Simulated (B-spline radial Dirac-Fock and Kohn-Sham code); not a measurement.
Dipole and non-dipole photoemission parameters of Rh 3d3/2

System: the free rhodium atom, configuration 1s2 2s2 2p6 3s2 3p6 3d10 4s2 4p6 4d8 5s1; threshold 311.9 eV (tabulated edge). Model: Dirac-Hartree-Slater photoionisation with a Latter tail; cross sections with all multipoles, angular parameters from the dipole term and its interference with E2. Program: a radial B-spline solver.

The run's input, task.json:

```json
{"items": [{
  "Z": 45,
  "q": 0,
  "cfg": [[1, 0, 2], [2, 0, 2], [2, 1, 6], [3, 0, 2], [3, 1, 6], [3, 2, 10], [4, 0, 2], [4, 1, 6], [4, 2, 8], [5, 0, 1]],
  "A": 103,
  "rrms": 4.4945,
  "do": "xps",
  "hv": [56.4, 100, 130.0, 200, 216.0, 242.0, 284.0, 299.0, 300, 308.0, 370.0, 400, 511.0, 544.0, 600, 652.0, 800, 862.0, 1050.0, 1260.0, 2240.0, 2360.0, 3850.0, 3880.0, 4980.0, 6000, 8047.8, 11600.0, 14000.0],
  "edges": {"K": 23220.0, "L1": 3412.0, "L2": 3146.0, "L3": 3004.0, "M1": 628.1, "M2": 521.3, "M3": 496.5, "M4": 311.9, "M5": 307.2, "N1": 81.4}
}]}
```

Launch: `python xray2_run.py task.json out`

For linearly polarised light dσ/dΩ = σ/(4π) [1 + β P₂(cos θ) + (δ + γ cos²θ) sin θ cos φ], with θ from the polarisation vector and φ the angle between the beam and the projection of the electron momentum on the plane normal to the polarisation.

```
hν (eV)  σ (kb)      β       γ      δ
    370    1530  0.353  -0.010  0.001
    400    1540  0.332  -0.029  0.004
    511    1090  0.691  -0.049  0.013
    544     976  0.773  -0.046  0.016
    600     804  0.884  -0.036  0.021
    652     673  0.962  -0.023  0.024
    800     417  1.102   0.029  0.033
    862     346  1.138   0.054  0.036
   1050     206  1.204   0.134  0.044
   1260     124  1.232   0.224  0.052
   2240       ?      ?       ?      ?
   2360    18.5  1.166   0.604  0.090
   3850    3.58  1.012   0.930  0.144
   3880    3.49  1.009   0.935  0.145
   4980    1.43  0.914   1.094  0.185
   6000   0.725  0.841   1.207  0.222
 8047.8   0.239  0.725   1.370  0.294
  11600  0.0573  0.586   1.534  0.411
  14000  0.0270  0.517   1.599  0.484
```

Task: Give the values at 2240 eV.

Result: σ = 21.9 kb, β = 1.179, γ = 0.570, δ = 0.086.

Values without a named source are computed, but for edge energies of neutral atoms, which are taken from tables.
